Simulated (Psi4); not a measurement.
Two rigid molecules brought together: C3H6O ··· H4O4Si (SMILES CC(C)=O and O[Si](O)(O)O). Monomers: optimised at B3LYP-D3(BJ) (def2-TZVP), held rigid. Orientation: lowest of the rigid-body minima from ten starts at GFN2-xTB. R is the distance of the centres of mass, along which the second monomer moves.

Computed with SAPT0/jun-cc-pVDZ, frozen core in Psi4.

Components in kJ/mol:

```json
[
 {"R / Å": "3.10", "electrostatics": "-174.33", "exchange": "398.47", "induction": "-96.42", "dispersion": "-61.79", "total": "65.93"},
 {"R / Å": "3.33", "electrostatics": "-99.65", "exchange": "186.48", "induction": "-47.15", "dispersion": "-38.81", "total": "0.87"},
 {"R / Å": "3.54", "electrostatics": "-62.19", "exchange": "91.81", "induction": "-24.70", "dispersion": "-25.87", "total": "-20.95"},
 {"R / Å": "3.71", "electrostatics": "-44.16", "exchange": "51.35", "induction": "-14.85", "dispersion": "-18.91", "total": "-26.57"},
 {"R / Å": "3.93", "electrostatics": "-29.91", "exchange": "24.00", "induction": "-7.91", "dispersion": "-12.86", "total": "-26.68"},
 {"R / Å": "4.07", "electrostatics": "-23.98", "exchange": "14.72", "induction": "-5.40", "dispersion": "-10.17", "total": "-24.83"},
 {"R / Å": "4.42", "electrostatics": "-14.77", "exchange": "4.28", "induction": "-2.23", "dispersion": "-5.86", "total": "-18.59"},
 {"R / Å": "4.70", "electrostatics": "-10.57", "exchange": "1.57", "induction": "-1.18", "dispersion": "-3.90", "total": "-14.08"},
 {"R / Å": "5.21", "electrostatics": "-6.24", "exchange": "0.24", "induction": "-0.44", "dispersion": "-1.98", "total": "-8.42"},
 {"R / Å": "5.89", "electrostatics": "-3.41", "exchange": "0.02", "induction": "-0.15", "dispersion": "-0.90", "total": "-4.44"},
 {"R / Å": "6.90", "electrostatics": "-1.57", "exchange": "0.00", "induction": "-0.04", "dispersion": "-0.33", "total": "-1.95"},
 {"R / Å": "8.24", "electrostatics": "-0.65", "exchange": "0.00", "induction": "-0.01", "dispersion": "-0.11", "total": "-0.78"}
]
```
